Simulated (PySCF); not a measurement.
# Electronic structure of I⁺ (iodine, charge +1) at the UHF level

Configuration: [Kr] 4d10 5s2 5p4, high-spin 3P determinant. Computed with PySCF 2.14 in aug-cc-pVDZ-PP with ECP28MDF (5s4p3d, 32 functions), with a scalar-relativistic core potential.

* Total energy: -294.301268 hartree
* One-electron energy: -505.1239 hartree
* Hartree (Coulomb) energy: 231.6107 hartree
* Exchange energy: -20.7881 hartree
* ⟨S²⟩: 2.0071
* ⟨L²⟩: 2.021
* Sum of ⟨r⟩: 29.03 bohr
* Sum of ⟨r²⟩: 49.31 bohr²
* Traceless quadrupole moment −½Σ⟨3z² − r²⟩ along its main axis: -2.74 e·bohr²
* Time after the integrals: 0.07 s of wall time on 1 thread of Intel(R) Xeon(R) 6975P-C (shared host)

| shell | electrons | mean orbital energy (hartree) | spread (hartree) | rms radius, mean of both spins (bohr) |
| --- | --- | --- | --- | --- |
| 4s α | 1 | -8.10492 | 0 | 0.796 |
| 4s β | 1 | -8.08655 | 0 | 0.796 |
| 4p α | 3 | -5.92901 | 0.02778 | 0.854 |
| 4p β | 3 | -5.91066 | 0.00637 | 0.854 |
| 4d α | 5 | -2.65458 | 0.02969 | 0.997 |
| 4d β | 5 | -2.63995 | 0.01779 | 0.997 |
| 5s α | 1 | -1.27983 | 0 | 2.09 |
| 5s β | 1 | -1.09150 | 0 | 2.09 |
| 5p α | 3 | -0.75145 | 0.06039 | 2.50 |
| 5p β | 1 | -0.66984 | 0 | 2.50 |

Energies and moments cover only the electrons outside the core potential.
